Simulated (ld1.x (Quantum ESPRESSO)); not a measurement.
Before and after: TM potential for aluminium

* Element: aluminium (Al)
* Generator: ld1.x (Quantum ESPRESSO) 7.5
* Type: norm-conserving Troullier–Martins (Kleinman–Bylander form)
* Functional: BP86
* Relativity: fully relativistic
* Frozen core: [Ne]
* Valence charge: 3
* Reference configuration: 3s2 3p1
* Partial waves: 3s (bound): rc 1.90 bohr; 3p (bound): rc 2.25 bohr; 3d channel at 0.25 Ry: rc 1.70 bohr
* Local potential: the d channel
* Core correction: none

Open shells are filled in proportion to 2j + 1 (rel_dist='average').

Change: core correction a·sin(br)/r model core inside 1.22 bohr.

Cutoffs: the cutoffs (Ry, on a coarse ladder) from which the occupation-weighted sum of valence levels, in a spherical-Bessel basis at the reference potential, stays within 10 and 1 mRy of its value at 400 Ry; they do not see the model core or the augmentation charge, which bear on the density cutoff. Errors are all-electron minus pseudo energies relative to the spin-unpolarised reference configuration.

Problem. What does the change do?

Solution. The potential gets neither clearly harder nor softer (10 Ry and 30 Ry → 10 Ry and 30 Ry); of the 7 tests that both files solve, the error grows in 0 and shrinks in 6 by more than 15 % and 0.3 meV (median size 5.4 → 3.5 meV); neither file shows a bound ghost. Exchange and correlation are not linear in the density, so unscreening with the valence charge alone errs where core and valence overlap; a model core restores that term. A model core, the more so a compact one, raises the density cutoff, which this test does not measure.

```csv
quantity,base,changed
"cutoff, loose",10 Ry,10 Ry
"cutoff, tight",30 Ry,30 Ry
bound ghosts,none,none
"error for 3s2 3p0, meV [ΔE 5.86 eV]",+5.4,+3.5
"error for 3s1 3p0, meV [ΔE 25.23 eV]",+58,+30
"error for 3s2 3p0.5, meV [ΔE 2.13 eV]",+0.9,+0.6
"error for 3s2 3p1.3, meV [ΔE -0.60 eV]",+0.1,+0.1
"error for 3s0 3p3, meV [ΔE 10.47 eV]",+26,-9.8
"error for 3s1 3p1, meV [ΔE 11.68 eV]",+13,+6.4
"error for 3s1 3p2, meV [ΔE 5.15 eV]",+5.0,-1.6
s: phases at 2.44 bohr within 0.05 rad from the reference energy up to (Ry; the scan ends near 5),0.8,0.8
p1/2: phases at 2.44 bohr within 0.05 rad from the reference energy up to (Ry; the scan ends near 5),2.3,2.3
p3/2: phases at 2.44 bohr within 0.05 rad from the reference energy up to (Ry; the scan ends near 5),2.3,2.3
d3/2: phases at 2.44 bohr within 0.05 rad from the reference energy up to (Ry; the scan ends near 5),4.7,4.7
d5/2: phases at 2.44 bohr within 0.05 rad from the reference energy up to (Ry; the scan ends near 5),4.7,4.7
```
